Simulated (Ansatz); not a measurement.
Diatomic MgS, closed-shell singlet (the spin of the measured ground state).

| level | bond energy D_e (kJ/mol) |
|---|---|
| SVWN5/def2-TZVPP | 283.1 |
| PBE/def2-TZVPP | 229.5 |
| r2SCAN/def2-TZVPP | 229.0 |
| B97M-V/def2-TZVPP | 226.1 |
| B3LYP/def2-TZVPP | 194.2 |
| PBE0/def2-TZVPP | 202.7 |
| BHLYP/def2-TZVPP | 159.7 |
| CAM-B3LYP/def2-TZVPP | 180.3 |
| wB97X-V/def2-TZVPP | 196.8 |
| wB97M-V/def2-TZVPP | 194.9 |
| B2PLYP/def2-TZVPP | 199.7 |
| CCSD/def2-TZVPP | 159.3 |
| CCSD/def2-QZVPP | 178.2 |
| CCSD(T)/def2-TZVPP | 185.4 |
| CCSD(T)/def2-QZVPP | 206.6 |

The rows run from 159.3 (CCSD/def2-TZVPP) to 283.1 kJ/mol (SVWN5/def2-TZVPP). From def2-TZVPP to def2-QZVPP CCSD(T) changes by 21.2. The 11 functionals in def2-TZVPP without D3 or D4 span 123.4, from BHLYP to SVWN5.

D_e counts from the fitted minimum to each atom's lowest state at the same level, without counterpoise. The singlet is restricted.

Correlated levels freeze the inner cores; with def2 sets outer-core shells near the valence are correlated too.

Doubts at one or more of the structures used: a restricted determinant that unrestricted orbitals would lower (B2PLYP/def2-TZVPP, CCSD/def2-TZVPP, CCSD/def2-QZVPP, CCSD(T)/def2-TZVPP, CCSD(T)/def2-QZVPP).

The values were computed with Ansatz (Gaussian orbitals). Values without a source in brackets are computed.

Ansatz is a quantum-chemistry and plane-wave program.
